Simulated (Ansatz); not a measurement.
Geometry optimisation, RKS PBE-D4/def2-SVP in Ansatz.

The input (input.yaml):

```yaml
crystal:
  periodic: [false, false, false]
  atoms:
    - { symbol: Si, position_ang: [-1.2027, 0.4971, -0.6247] }
    - { symbol: "N", position_ang: [-0.9948, -0.9131, 0.3766] }
    - { symbol: Al, position_ang: [0.7073, -0.7498, 1.1601] }
    - { symbol: Te, position_ang: [2.9271, -0.4851, -0.3389] }
    - { symbol: H, position_ang: [-2.5649, 0.4434, -1.3036] }
    - { symbol: H, position_ang: [-1.2123, 1.7658, 0.2009] }
    - { symbol: H, position_ang: [-0.1838, 0.6256, -1.6697] }
    - { symbol: H, position_ang: [-0.9164, -1.7139, -0.274] }
    - { symbol: H, position_ang: [0.8946, -0.7476, 2.8055] }
    - { symbol: H, position_ang: [2.629, 1.2264, -0.3292] }
basis:
  gaussian: { orbitals: def2-SVP }
hamiltonian:
  xc: pbe
  dispersion: d4
relax:
  f_tol: 0.015
  max_steps: 40
output:
  orbitals: {}
```

Command:

```bash
$ ansatz run input.yaml --threads 2 --pin off --max-ram 3072MiB --backend cpu --events-out ev --progress --plain --runs-dir out
```

Question: Where does it end, and by what steps?

Answer: The forces met the threshold. After 37 steps the energy has fallen by 0.953 eV; H6 moved furthest, 1.81 Å.

```
step  energy less start (eV)  largest force component (eV/Å)  accepted
   0                  0.0000                           1.563       yes
   2                 -0.2799                           0.614       yes
   4                 -0.3919                           0.644       yes
   6                 -0.5476                           0.386       yes
   8                 -0.6653                           0.140       yes
  10                 -0.7163                           0.144       yes
  12                 -0.7730                           0.581       yes
  14                 -0.8583                           0.426       yes
  16                 -0.9143                           0.213       yes
  18                 -0.9380                           0.049       yes
  20                 -0.9421                           0.056       yes
  22                 -0.9454                           0.040       yes
  24                 -0.9473                           0.058       yes
  26                 -0.9486                           0.027       yes
  28                 -0.9503                           0.030       yes
  30                 -0.9516                           0.050       yes
  32                 -0.9525                           0.037        no
  34                 -0.9531                           0.022       yes
  36                 -0.9534                           0.020       yes
  37                 -0.9534                           0.011       yes
```

```xyz
10
Properties=species:S:1:pos:R:3
Si -1.111 0.493 -0.960
N -0.599 -0.714 0.208
Al 0.899 -0.958 1.184
Te 2.893 0.619 1.055
H -2.353 1.224 -0.513
H 0.006 1.488 -1.113
H -1.409 -0.113 -2.308
H -1.309 -1.441 0.375
H 0.965 -2.213 2.163
H 2.100 1.563 -0.089
```

Whether the end is a true minimum wasn't checked by a vibrational analysis.

Run time: 83 s on 2 threads of AMD EPYC 9R14 (Zen 4), with other jobs on the host, peak memory 0.17 GiB.
